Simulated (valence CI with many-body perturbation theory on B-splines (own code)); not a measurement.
**Ag XXXIV: fill in the table**

Level of theory: valence CI with perturbative core correlation (CI+MBPT): four valence electrons over a frozen Dirac-Fock core [Ne], radial functions for each j: 11 s, 11 p, 10 d, 8 f, 5 g, 2 h, with the one-electron correlation potential Σ1, the two-electron term Σ2, the three-electron term Σ3, Breit, model QED; selected CI, second order for the rest, scaled by the run's own slope (own B-spline code, finite nucleus).

No measured spectrum was set against this ion. As an estimate, large intervals hold to a few tenths of a per cent, small ones and those within an open d or f shell to about a per cent. Among the levels kept, up to 700 cm⁻¹ of a level comes from second order outside the variational space, and about a tenth of that is noise between levels of different J, which matters for small intervals.

```
                     Level  E (cm⁻¹)
        (3s^2 3p1/2^2) J=0         0
    (3s^2 3p1/2 3p3/2) J=1    293460
    (3s^2 3p1/2 3p3/2) J=2    335820
        (3s^2 3p3/2^2) J=2    660220
        (3s^2 3p3/2^2) J=0    755800
    (3s 3p1/2^2 3p3/2) J=2         ?
    (3s 3p1/2^2 3p3/2) J=1   1084000
(3s 3p1/2 3p3/2^2) J=2 [a]   1216100
    (3s^2 3p1/2 3d3/2) J=2         ?
    (3s 3p1/2 3p3/2^2) J=3   1287000
    (3s 3p1/2 3p3/2^2) J=0         ?
(3s 3p1/2 3p3/2^2) J=1 [a]   1404100
(3s 3p1/2 3p3/2^2) J=2 [b]         ?
    (3s^2 3p1/2 3d5/2) J=3   1453500
    (3s^2 3p1/2 3d3/2) J=1   1470200
    (3s^2 3p1/2 3d5/2) J=2         ?
(3s 3p1/2 3p3/2^2) J=1 [b]   1528200
(3s^2 3p3/2 3d5/2) J=2 [a]   1638300
    (3s^2 3p3/2 3d5/2) J=4         ?
    (3s^2 3p3/2 3d3/2) J=1   1742200
```

Levels are named by their leading jj configuration (3d3/2^4 stands for four electrons in 3d with j = 3/2), which in mixed levels can hold well under half, so a name can repeat and another be missing. Letters in brackets count levels of one name in rising energy.

(1) The levels stand in rising order. What does the calculation give for the missing energies?

## Answers

(1) (3s 3p1/2^2 3p3/2) J=2 947880; (3s^2 3p1/2 3d3/2) J=2 1271400; (3s 3p1/2 3p3/2^2) J=0 1383400; (3s 3p1/2 3p3/2^2) J=2 [b] 1430600; (3s^2 3p1/2 3d5/2) J=2 1514000; (3s^2 3p3/2 3d5/2) J=4 1707000.
